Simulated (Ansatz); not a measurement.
CH$_{4}$GeOSi, relaxed with RKS PBE0-D4/def2-TZVP in the Gaussian-basis code of Ansatz from a PBE-D4/def2-SVP geometry. The force threshold is 0.005 eV/Å; the program also tests the step.

Total charge 0; spin multiplicity 1. The bonds changed during the relaxation, so this is another structure than the one it started from.

Start:

```xyz
8

O    -0.949    1.960   -1.893
C    -1.007    1.217   -1.016
Si   -0.428   -0.204    0.233
Ge    1.741   -1.043   -0.346
H    -1.624   -1.076   -0.061
H    -0.754    0.601    1.466
H     0.780   -1.582    0.965
H     2.241    0.126    0.651
```

```csv
step,energy (eV),largest force (eV/Å),largest move (Å)
1,-67530.5941,1.710,0.000
2,-67530.6400,0.177,0.028
3,-67530.6419,0.089,0.014
4,-67530.6429,0.035,0.014
5,-67530.6434,0.038,0.020
6,-67530.6435,0.009,0.009
7,-67530.6436,0.007,0.005
8,-67530.6436,0.006,0.003
9,-67530.6436,0.006,0.003
10 (rejected),-67530.6436,0.018,0.002
11,-67530.6436,0.005,0.001
```

End:

```xyz
8

O    -1.000    1.961   -1.879
C    -1.018    1.225   -1.025
Si   -0.397   -0.218    0.231
Ge    1.738   -1.044   -0.325
H    -1.585   -1.063   -0.069
H    -0.718    0.602    1.430
H     0.744   -1.562    0.963
H     2.235    0.097    0.674
```

It took 49 s on 4 threads of a server CPU on a shared host, with 0.42 GiB of host memory at the peak.
